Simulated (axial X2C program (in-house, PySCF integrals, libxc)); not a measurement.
Curves of VNC⁺ from open-shell CI on d3 s0 p(π)0

Calculated with an axial X2C code built on PySCF integrals: two-component X2C with atomic mean-field Coulomb and Gaunt terms, basis V dyall-v3z, N dyall-v3z, C dyall-v3z (cores contracted in-house). Orbitals come from Hartree–Fock averaged over the configuration V d3 s0 p(π)0; CI then distributes these electrons over the d, s, p(π) shells of V. The speed of light was multiplied by 100, so these are model numbers.

Scan along the V–N bond with NC moving as one mass, its bond held at 1.170 Å; masses V 50.944 u, N 14.003 u, C 12.000 u. Energies in cm⁻¹ from the lowest point; levels are followed by energy order within each Ω. Lowest level at 1.937 Å: 100% d3.

```tsv
R (Å)	(1)Ω=1/2	(1)Ω=3/2	(1)Ω=5/2	(1)Ω=7/2	(2)Ω=1/2	(3)Ω=1/2	(2)Ω=3/2
1.801	1934	1934	1934	2021	1934	2021	2021
1.869	480	480	480	480	497	497	497
1.937	0	0	0	0	86	86	86
2.014	415	415	415	415	546	546	546
2.092	1592	1592	1592	1592	1741	1741	1741
2.179	3526	3526	3526	3526	3676	3676	3676
2.286	6480	6480	6480	6480	6611	6611	6611
```

Fit the curves (1)Ω=1/2, (1)Ω=3/2, (1)Ω=5/2, (1)Ω=7/2, (2)Ω=1/2, (3)Ω=1/2, (2)Ω=3/2 near their minima.

From the open-shell CI curves, Te from the lowest:

```json
{"level": "(1)Ω=1/2", "Te (cm⁻¹)": "0", "Re (Å)": "1.941", "ωe (cm⁻¹)": "577.6"}
{"level": "(1)Ω=3/2", "Te (cm⁻¹)": "0", "Re (Å)": "1.941", "ωe (cm⁻¹)": "577.6"}
{"level": "(1)Ω=5/2", "Te (cm⁻¹)": "0", "Re (Å)": "1.941", "ωe (cm⁻¹)": "577.6"}
{"level": "(1)Ω=7/2", "Te (cm⁻¹)": "-1", "Re (Å)": "1.940", "ωe (cm⁻¹)": "577.6"}
{"level": "(2)Ω=1/2", "Te (cm⁻¹)": "86", "Re (Å)": "1.936", "ωe (cm⁻¹)": "572.9"}
{"level": "(3)Ω=1/2", "Te (cm⁻¹)": "85", "Re (Å)": "1.935", "ωe (cm⁻¹)": "573.7"}
{"level": "(2)Ω=3/2", "Te (cm⁻¹)": "85", "Re (Å)": "1.935", "ωe (cm⁻¹)": "573.7"}
```

Without dynamic correlation distances can be off by several hundredths of an Å (long for ionic bonds, short for multiple bonds) and the wavenumbers are rough.

The 7 lowest curves are shown; the next is (2)Ω=5/2, from 86 cm⁻¹.

Dynamic correlation is missing, so gaps between terms are too wide and other configurations may lie lower; the lowest level listed is that of this model, not necessarily the ground state. For d shells the ligand-field splittings (σ, π, δ) and their order can be off by a thousand cm⁻¹ or more. At most 4 roots were kept for each Ω > 0 (twice that for Ω = 0) within 3.2 eV of the lowest, so higher up levels can be missing between those listed; levels with Ω > 0 are doubly degenerate and listed once, Ω = 0 levels singly. Some active spinors are only partly of the character that their shell is named for, so the shell names and counts are nominal. States that fill the shells left empty in the average are placed too high. The molecule was held linear; bending was not examined.
